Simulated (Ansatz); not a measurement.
Ansatz (an electronic-structure program) input (CCSD(T)/6-31G*):

Ansatz 0.2 input:
```yaml
crystal:
  periodic: [false, false, false]
  atoms:
    - {symbol: B, position_ang: [0.00294040, -0.00133337, 0.00410137]}
    - {symbol: C, position_ang: [1.53003665, -0.27155343, -0.24603334]}
    - {symbol: C, position_ang: [-0.53645449, 1.47330395, 0.06421031]}
    - {symbol: C, position_ang: [-0.99216009, -1.20294843, 0.18365569]}
    - {symbol: H, position_ang: [1.77655645, 0.06856507, -1.26107031]}
    - {symbol: H, position_ang: [1.83648543, -1.31597171, -0.16580652]}
    - {symbol: H, position_ang: [2.15891229, 0.33393360, 0.41465664]}
    - {symbol: H, position_ang: [0.23012744, 2.24974902, 0.08548387]}
    - {symbol: H, position_ang: [-1.20888253, 1.61864053, 0.91625848]}
    - {symbol: H, position_ang: [-1.16218604, 1.64687369, -0.82143973]}
    - {symbol: H, position_ang: [-2.05041905, -0.94231810, 0.12205085]}
    - {symbol: H, position_ang: [-0.78433510, -2.02503083, -0.50759852]}
    - {symbol: H, position_ang: [-0.81949333, -1.62058683, 1.18596252]}
basis:
  gaussian:
    orbitals: 6-31G*
magnetization: {spin_polarized: false}
correlation: {method: ccsd_t, electrons: outside_noble_gas}
```

End of the output:

```
integrals: 0.07 GiB planned
858 factors; integrals over basis functions are off by at most 1.2e-3 eV
mean field: 0.20 GiB planned
mean field evaluation 1: about -3903.2142 eV, gradient 3.2e1 eV
mean field evaluation 2: about -3903.2113 eV, gradient 3.2e1 eV
mean field evaluation 4: about -3905.9372 eV, gradient 2.6e0 eV
mean field evaluation 8: about -3905.9642 eV, gradient 3.0e-4 eV
mean field evaluation 16: about -3905.9638 eV, gradient 2.6e-1 eV
mean field -3905.96421503 eV, -143.5415373449 hartree, gradient 2.5e-6 eV, S^2 0.000000; 0 other end points of the search recorded, 0 dependent functions left out
4 core orbitals not correlated
reference -3905.96421503 eV, -143.5415373449 hartree; 12, 12 occupied and 62, 62 virtual orbitals, 858 factors
second order -12.77354811 eV of doubles, -0.00000000 eV of singles
coupled cluster: 0.25 GiB planned
cycle   1  -13.80270394 eV  change    -1.0e0 eV  update   7.9e-2
cycle   2  -14.21401653 eV  change   -4.1e-1 eV  update   2.3e-2
cycle   3  -14.27067290 eV  change   -5.7e-2 eV  update   7.4e-3
cycle   4  -14.27132848 eV  change   -6.6e-4 eV  update   1.8e-3
cycle   5  -14.27116563 eV  change    1.6e-4 eV  update   5.3e-4
cycle   6  -14.27114279 eV  change    2.3e-5 eV  update   1.4e-4
cycle   7  -14.27111756 eV  change    2.5e-5 eV  update   3.4e-5
cycle   8  -14.27111348 eV  change    4.1e-6 eV  update   1.2e-5
perturbative correction -0.37824100 eV, -0.0139001005 hartree
Total energy: -3920.61356952 eV, -144.0798911925 hartree
```
